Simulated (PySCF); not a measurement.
CH3IMgS, SMILES C[S][Mg][I]. Atoms are numbered in the order given.

```xyz
7

Mg    -0.0085    -0.5990    -0.5815
I      0.4602     0.9794     1.3756
S     -0.3904    -2.0440    -2.3282
C     -1.8999    -1.3740    -3.1238
H     -2.7676    -1.3909    -2.4497
H     -2.1222    -2.0279    -3.9782
H     -1.7518    -0.3549    -3.5073
```
Charge 0, spin multiplicity 1.

Coordinates come from a PBE0-D3(BJ)/def2-SVP optimisation. The def2 effective core potentials stand for the cores of I; spin–orbit coupling is left out. Other conformers were not sampled.

The numbers are results of PySCF 2.14.0 with C-PCM-B3LYP/def2-SVP, not measurements.

The values are the electrostatic part of the solvation free energy, E(continuum) − E(gas) at the gas-phase geometry, in a cavity of scaled van der Waals radii (PySCF's table); cavitation and dispersion terms are not included. A continuum can't describe solvent molecules that bind to the metal. In vacuum the orbital gap is 4.66 eV. The dipole moment in vacuum is 1.57 D.

```
solvent              ε  ΔG(elec) (kcal/mol)  dipole (D)  gap (eV)
---------------  -----  -------------------  ----------  --------
water            78.36                -13.7        2.06      5.16
n-hexane          1.88                 -5.7        1.77      4.87
tetrahydrofuran   7.43                -11.6        1.98      5.08
```
